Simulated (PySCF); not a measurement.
WO3: computed shieldings and shifts

WO3, O3W, point group C3v.

Geometry:
| atom | x (Å) | y (Å) | z (Å) |
| --- | --- | --- | --- |
| W1 | -0.004 | 0.003 | 0.490 |
| O2 | 1.587 | -0.024 | -0.149 |
| O3 | -0.771 | 1.384 | -0.180 |
| O4 | -0.812 | -1.363 | -0.161 |

GIAO calculations in PySCF on the PBE0-D3(BJ)/def2-SVP structure: isolated species, scalar relativity only through the core potential, equivalent atoms averaged; basis pcSseg-1 (def2-TZVP on W).

Q: Give the isotropic shieldings (ppm) with B3LYP, PBE0.

A: 
| atoms | environment | B3LYP | PBE0 |
| --- | --- | --- | --- |
| O2/O3/O4 | oxygen bonded to W | -574.3 | -564.3 |
| HOMO–LUMO gap (eV) | – | 3.44 | 4.05 |

Q: And the chemical shifts, against references computed in the same way?

A: 
| atoms | nucleus, reference | B3LYP | PBE0 |
| --- | --- | --- | --- |
| O2/O3/O4 | 17O, H2O | 908.4 | 898.8 |

Q: Which part of the shielding of O2/O3/O4 depends on the functional?

A: Diamagnetic: B3LYP 393, PBE0 392 ppm; paramagnetic: B3LYP -968, PBE0 -956 ppm. The diamagnetic part, set mainly by inner electrons, hardly moves; the paramagnetic part goes with low-lying magnetically allowed excitations and carries the spread.

W is described by an effective core potential, so it has no shielding of its own here; spin–orbit effects on the atoms bonded to it, which can be large, are absent, and the values of these neighbours are rough. Unscaled 17O shifts of doubly bonded oxygen tend to come out too high, by tens of ppm or more. Experimental scales use liquid or dissolved standards, which lie at an offset from isolated H2O (liquid H2O: subtract about 36 ppm).
